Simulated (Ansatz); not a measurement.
Consider the redistribution: `C[N](C)[In]([CH3])[Br]` + `F[Si]Br` → `[CH3][In]([Br])[Br]` + `CN(C)[Si]F`.

Calculated with Ansatz (gas phase, PBE0-D4/def2-TZVP geometries, no zero-point term in ΔE). CCSD(T)/CBS adds triple-zeta CCSD(T) − MP2 to the extrapolated MP2 energy (def2 sets, frozen cores). DFT in def2-TZVPP. HSE06 is defined as in plane-wave codes. Elements past krypton have def2 core potentials. For Br, In outer-core shells are correlated without core-valence functions, which leaves a few kJ/mol of doubt a bond. Scalar relativity is left out up to krypton. One conformer a species, not always the lowest.

`C[N](C)[In]([CH3])[Br]`:

Cartesian coordinates in Å:
```
C 0.146 -1.569 -0.785
N -0.370 -0.704 0.242
C -1.238 -1.380 1.168
In 0.089 1.243 0.345
C 1.341 2.413 -0.920
Br -1.057 2.291 2.291
H 0.729 -2.402 -0.361
H -0.661 -2.016 -1.386
H 0.803 -1.027 -1.471
H -1.608 -0.692 1.930
H -0.718 -2.203 1.682
H -2.110 -1.818 0.658
H 0.727 3.135 -1.457
H 2.061 2.951 -0.305
H 1.867 1.779 -1.633
```

`F[Si]Br`:

```xyz
3

F     0.400    1.323    0.311
Si    0.605   -0.253    0.520
Br   -1.005   -1.070   -0.831
```

`[CH3][In]([Br])[Br]`:

```xyz
7

C     0.525   -0.509    0.890
In   -0.450    0.439   -0.749
Br   -2.157   -0.663   -2.146
Br    0.009    2.751   -1.470
H     0.934    0.250    1.555
H    -0.192   -1.137    1.418
H     1.331   -1.131    0.501
```

`CN(C)[Si]F`:

Z-matrix (Å, degrees):
```
C
N 1 1.446
H 1 1.096 2 111.2
H 1 1.094 2 110.1 3 -119.8
H 1 1.096 2 111.2 3 120.4
C 2 1.445 1 113.8 3 -60.2
Si 2 1.710 1 118.4 3 119.8
H 6 1.089 2 110.2 1 -179.9
H 6 1.097 2 110.8 1 -59.6
H 6 1.097 2 110.8 1 59.8
F 7 1.626 2 100.1 1 -180.0
```

Is it downhill or uphill in electronic energy at CCSD(T)/CBS, and by how much? (Estimate.)

The calculation gave: Downhill: ΔE = -27.0 kcal/mol.

What do these levels give: BLYP-D4, r2SCAN-D4, CAM-B3LYP-D4, ωB97X-V, ωB97M-V, revPBE, r2SCAN, HSE06, MP2/def2-SVP, CCSD/def2-SVP, CCSD(T)/def2-SVP, SCS-MP2/def2-QZVPP? (Estimate.)

Ansatz gave: BLYP-D4 -26.9, r2SCAN-D4 -29.2, CAM-B3LYP-D4 -29.5, ωB97X-V -29.1, ωB97M-V -28.4, revPBE -26.7, r2SCAN -29.3, HSE06 -29.1, MP2/def2-SVP -30.5, CCSD/def2-SVP -30.5, CCSD(T)/def2-SVP -29.8, SCS-MP2/def2-QZVPP -27.9 kcal/mol.

Largest T1 diagnostic among the species: 0.013.

At CCSD(T), def2-SVP lies −2.8 kcal/mol from the extrapolated value and def2-TZVPP −0.7 kcal/mol. From r2SCAN to r2SCAN0 (25 % exact exchange), in def2-TZVPP and without D4, ΔE moves by −1.3 kcal/mol. In def2-TZVPP, CCSD(T) changes the Hartree–Fock value by +6.9 kcal/mol (the triples alone add +0.9 kcal/mol) and MP2 by +7.0 kcal/mol.
